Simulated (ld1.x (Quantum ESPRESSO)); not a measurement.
# Ranking TM potentials for Be

All share these settings but for the change named:

ld1.x (Quantum ESPRESSO) 7.5 input, shortened:

```
&input
   title='Be', zed=4., rel=0, dft='PBE', iswitch=3,
   config='[He] 2s2 2p0'
 /
 &inputp
   pseudotype=2, tm=.true., lloc=0,
   nlcc=.true., new_core_ps=.true.
 /
2
2P  2  1   0.00   0.00  2.90  2.90  0.0
2S  1  0   2.00   0.00  1.40  1.40  0.0
 &test
   configts(1)='2s2 2p0'
 /
```

Test errors are all-electron minus pseudo excitation energies from the reference, over 2s1 2p0; 2s1.5 2p0; 2s1 2p1; 2s0 2p1; 2s0 2p2. None of these files shows a bound ghost.

The base gives 46.3 meV.

Of 7 variants that were run, those that failed, showed a ghost or another fault, or gave nearly equal values are left out.

(1) Rank these variants by their largest absolute test error, smallest first.
A. all radii but the core radius scaled by about 1.18 (s 1.66, p 3.42 bohr)
B. all radii but the core radius scaled by about 1.39 (s 1.94, p 4.02 bohr)
C. all radii but the core radius scaled by about 1.13 (s 1.58, p 3.28 bohr)
D. all radii but the core radius scaled by about 0.83 (s 1.16, p 2.40 bohr)
E. all radii but the core radius scaled by about 0.96 (s 1.34, p 2.78 bohr)

Answers

(1) D (7.4 meV), E (32.6 meV), C (87.1 meV), A (107.1 meV), B (188.9 meV).
